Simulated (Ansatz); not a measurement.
`FCC(F)OC(F)F` at its PBE0-D4/def2-TZVP geometry, where that method's forces vanish. Charge 0, multiplicity 1.

```xyz
12

F    -0.2215   -1.4804    1.8674
C    -1.1450   -0.7868    1.1265
C    -0.4380    0.2782    0.3241
F    -1.3934    1.0947   -0.2231
O     0.2968   -0.3332   -0.6731
C     1.3212    0.3937   -1.2130
F     2.2068   -0.4753   -1.7037
F     0.8823    1.1490   -2.2359
H    -1.8627   -0.3132    1.8001
H    -1.6585   -1.4752    0.4508
H     0.2062    0.9008    0.9583
H     1.8060    1.0479   -0.4782
```

(1) What forces (eV/Å) does ωB97M-V/def2-TZVPP give on these atoms in the Gaussian-basis code of Ansatz? (Estimate.)

## Answers

(1) Computed: 
```
F1   0.194 -0.117  0.129
C2  -0.349  0.058 -0.103
C3   0.162  0.064  0.288
F4  -0.147  0.125 -0.109
O5  -0.057 -0.201 -0.080
C6   0.119  0.208  0.279
F7   0.159 -0.157 -0.097
F8  -0.092  0.116 -0.163
H9   0.065 -0.041 -0.065
H10  0.050  0.068  0.051
H11 -0.054 -0.059 -0.056
H12 -0.050 -0.065 -0.074
```
